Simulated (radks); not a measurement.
Problem. Rb X, configuration [Ne] 3p6 3d10 4s2 (not the ground configuration). Method: Dirac Kohn-Sham, PBE, spin-unpolarised, spherical densities, point nucleus; computed with a radial shooting solver on a logarithmic mesh with Libxc functionals. Some entries of the table are withheld. Estimate them.

| orbital | occ. | eigenvalue (hartree) | r(max) (bohr) | <r> (bohr) |
|---|---|---|---|---|
| 1s1/2 | 2 | -560.1079 | 0.02628 | 0.04028 |
| 2s1/2 | 2 | -81.14619 | 0.1495 | 0.1774 |
| 2p1/2 | 2 | -74.33672 | 0.1171 | 0.1520 |
| 2p3/2 | 4 | -72.09356 | 0.1205 | 0.1561 |
| 3s1/2 | 0 | -17.78556 | 0.4466 | 0.4996 |
| 3p1/2 | 2 | -15.32710 | 0.4349 | 0.4969 |
| 3p3/2 | 4 | -14.97016 | 0.4432 | 0.5063 |
| 3d3/2 | 4 | (1) | 0.3813 | 0.4899 |
| 3d5/2 | 6 | (2) | 0.3838 | 0.4929 |
| 4s1/2 | 2 | (3) | 1.103 | 1.176 |
| 4p1/2 | 0 | -5.51572 | 1.156 | 1.239 |
| 4p3/2 | 0 | -5.44338 | 1.173 | 1.255 |
| 4d3/2 | 0 | -4.20710 | 1.297 | (4) |
| 4d5/2 | 0 | -4.19532 | 1.302 | (5) |
| 4f5/2 | 0 | (6) | 1.405 | 1.604 |
| 4f7/2 | 0 | (7) | 1.406 | 1.604 |

Solution. 
(1) 3d3/2 eigenvalue (hartree): -10.67276
(2) 3d5/2 eigenvalue (hartree): -10.60904
(3) 4s1/2 eigenvalue (hartree): -6.28586
(4) 4d3/2 <r> (bohr): 1.400
(5) 4d5/2 <r> (bohr): 1.405
(6) 4f5/2 eigenvalue (hartree): -3.03709
(7) 4f7/2 eigenvalue (hartree): -3.03620
